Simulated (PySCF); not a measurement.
The numbers below are computed, except where a source is named.
**Ca4S4**

The system: Ca4S4, a molecule (built as: cube); neutral, singlet. The structure was relaxed in the gas phase by PBE0-D3(BJ)/def2-SVP. No frequency run checks that it is a minimum.

SMILES: [S]12[Ca]3[S]4[Ca]1[S]1[Ca]2[S]3[Ca]41

```csv
atom,x (Å),y (Å),z (Å)
Ca1,-2.024,-0.704,0.252
S2,-0.428,-1.791,-1.568
Ca3,1.387,-1.638,0.359
S4,-0.282,-0.816,2.243
Ca5,0.398,1.602,1.400
S6,-1.534,1.817,-0.403
Ca7,0.267,0.728,-2.024
S8,2.266,0.777,-0.289
```

Shieldings: GIAO PBE0/pcSseg-1.  Core levels by delta-SCF with SCAN, pcX-2 on the ionised atom and pcseg-1 elsewhere, spin-free X2C (2p3/2 is the spin-free 2p value less a third of a first-order spin-orbit splitting); from the vacuum level, for chosen atoms.

Give the NMR and core-level values of the distinct atoms.


```tsv
atoms	bonded to	σ (ppm)	δ (ppm)	core level (eV)
Ca1 Ca3 Ca5 Ca7	3 S	945.4	-	-
S2 S4 S6 S8	3 Ca	290.1	-	2p3/2 165.59
```

Values are those of this one static structure; atoms that internal rotation interchanges would show their mean in an NMR spectrum.

By CAM-B3LYP/def2-SVP (TDDFT singlets, Tamm-Dancoff triplets), where does absorption start?

The lowest singlet lies at 3.98 eV (f 0.054), the strongest of the first 6 at 3.98 eV (f 0.054), the lowest triplet at 3.89 eV.

Without diffuse functions high-lying states come out too high.
